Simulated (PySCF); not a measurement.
CH8FNSi2, SMILES C(N)[SiH2][SiH2]F.

Geometry optimised at PBE0-D3(BJ)/def2-SVP. The structure was generated by enumeration, and PubChem lists no compound with its InChIKey, so it may never have been made. One conformer was computed; it need not be the lowest.

Computed with TDA-PBE/def2-SVPD (PySCF 2.14.0).

Vertical excitations. Isolated molecule, no solvent.

Computed excitation energies, oscillator strengths and character:
| state | energy (eV) | λ (nm) | f | main pairs |
|---|---|---|---|---|
| S1 | 4.06 | 305 | 0.031 | HOMO→LUMO 97 % |
| S2 | 4.78 | 260 | 0.005 | HOMO→LUMO+1 98 % |
| S3 | 5.31 | 233 | 0.064 | HOMO→LUMO+2 74 %, HOMO→LUMO+3 23 % |
| S4 | 5.48 | 226 | 0.068 | HOMO→LUMO+3 74 %, HOMO→LUMO+2 18 % |
| S5 | 5.92 | 210 | 0.088 | HOMO→LUMO+4 89 % |
| S6 | 6.05 | 205 | 0.006 | HOMO−1→LUMO 93 % |
| S7 | 6.17 | 201 | 0.004 | HOMO→LUMO+5 98 % |
| S8 | 6.43 | 193 | 0.027 | HOMO→LUMO+6 96 % |
| S9 | 6.63 | 187 | 0.001 | HOMO→LUMO+7 85 % |
| S10 | 6.74 | 184 | 0.012 | HOMO→LUMO+8 82 % |
| T1 | 3.84 | 323 | 0 | HOMO→LUMO 99 % |
| T2 | 4.55 | 272 | 0 | HOMO→LUMO+1 99 % |
| T3 | 4.90 | 253 | 0 | HOMO→LUMO+2 99 % |
| T4 | 5.35 | 232 | 0 | HOMO→LUMO+3 99 % |
Triplets are in the Tamm–Dancoff approximation.
